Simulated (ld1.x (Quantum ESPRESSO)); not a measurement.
# Li: variants of one ultrasoft potential

Base potential:

lithium (Li), ultrasoft, made with ld1.x (Quantum ESPRESSO) 7.5 (PW91, non-relativistic). Core none, reference 1s2 2s0 2p0 (charge +1). Waves: 1s (bound): rcut 0.90, rcutus 1.00 bohr; 2s (bound, empty): rcut 0.90, rcutus 1.00 bohr; 2p (bound, empty): rcut 3.45, rcutus 4.55 bohr; 2p channel at 0.9 Ry: rcut 3.45, rcutus 4.55 bohr. Local part: all-electron potential smoothed inside 1.20 bohr (lloc = -1). Core correction: none. Augmentation charge: PSQ, radius 0.75 bohr.

All-electron outer shells of the reference configuration (PW91, non-relativistic, ld1.x):

```json
{"shell": "1s", "level (eV)": "-60.60", "outermost node (bohr)": "–", "outermost maximum (bohr)": "0.36"}
{"shell": "2s", "level (eV)": "-6.70", "outermost node (bohr)": "0.81", "outermost maximum (bohr)": "2.43"}
{"shell": "2p", "level (eV)": "-4.67", "outermost node (bohr)": "–", "outermost maximum (bohr)": "2.31"}
```

Cutoffs, loose and tight: the cutoffs (Ry, on a coarse ladder) from which the occupation-weighted sum of valence levels, in a spherical-Bessel basis at the reference potential, stays within 10 and 1 mRy of its value at 400 Ry. They do not see the model core or the augmentation charge, which bear on the density cutoff. Test errors are all-electron minus pseudo excitation energies from the reference, over the configurations 1s2 2s1 2p0; 1s2 2s0.5 2p0; 1s2 2s0 2p1; 1s1 2s1 2p0. A dash means not determined; rows that change the core or the reference have their own tests. The largest error is taken over the tests solved by every variant that gives reliable tests at all: 1s2 2s0 2p1; 1s2 2s0.5 2p0; 1s2 2s1 2p0.

A true bound ghost makes a file unfit for plane-wave use even where its test errors are small: the radial tests pick states by their node count and pass the ghost by. Where a test does run into it, the solver fails or the error is huge.

```csv
change,outcome,"cutoff, loose","cutoff, tight",bound ghosts,largest test error (meV)
base,generated,45 Ry,60 Ry,none,+33
functional PBE,generated,45 Ry,55 Ry,none,+49
"all radii scaled by about 1.33 (s 1.32, p 6.04 bohr, rcut 1.20/4.58); local potential all-electron potential smoothed inside 1.60 bohr (lloc = -1); augmentation PSQ, radius 1.00 bohr",generated,25 Ry,35 Ry,none,"test run stopped at test 3 of 4 (negative rho), 2 before it not solved"
local potential all-electron potential smoothed inside 2.70 bohr (lloc = -1),generated,45 Ry,60 Ry,none,+33
scalar-relativistic,generated,45 Ry,55 Ry,none,+33
"waves 2p (bound): rcut 3.45, rcutus 6.08 bohr; 2p channel at 0.9 Ry: rcut 3.45, rcutus 6.08 bohr",generated,45 Ry,60 Ry,none,-29
"type PAW; local potential all-electron potential smoothed inside 1.45 bohr (lloc = -1); augmentation PSQ, inside the norm-conserving radii",generated,45 Ry,60 Ry,none,+3.9
"waves 1s (bound): rcut 0.82, rcutus 0.86 bohr; 2s (bound): rcut 0.82, rcutus 0.86 bohr",generated,60 Ry,80 Ry,none,+15
"core [He], valence charge 1; reference 2s0.75 2p0; waves now 2s (bound): rcut 2.25, rcutus 3.00 bohr; 2s channel at 3.2 Ry: rcut 2.25, rcutus 3.00 bohr; 2p (bound): rcut 3.60, rcutus 4.80 bohr; 2p channel at 0.9 Ry: rcut 3.60, rcutus 4.80 bohr; local potential all-electron potential smoothed inside 3.55 bohr (lloc = -2); augmentation PSQ, radius 2.30 bohr",generated,6 Ry,6 Ry,none,test run stopped at test 1 of 3 (negative rho)
```

Question: What comes out with this change to the base: local potential all-electron potential smoothed inside 2.08 bohr (lloc = -1)?

Answer: outcome: generated; cutoff, loose: 35 Ry; cutoff, tight: 70 Ry; bound ghosts: s; largest test error (meV): test run stopped at test 3 of 4 (negative rho), 2 before it not solved.

Question: What comes out with this change to the base: wave 2p channel at 0.9 Ry: rcut 3.45, rcutus 4.55 bohr becomes 2p channel at -0.21 Ry: rcut 3.45, rcutus 4.55 bohr?

Answer: outcome: generated; cutoff, loose: 45 Ry; cutoff, tight: 60 Ry; bound ghosts: none; largest test error (meV): +17.
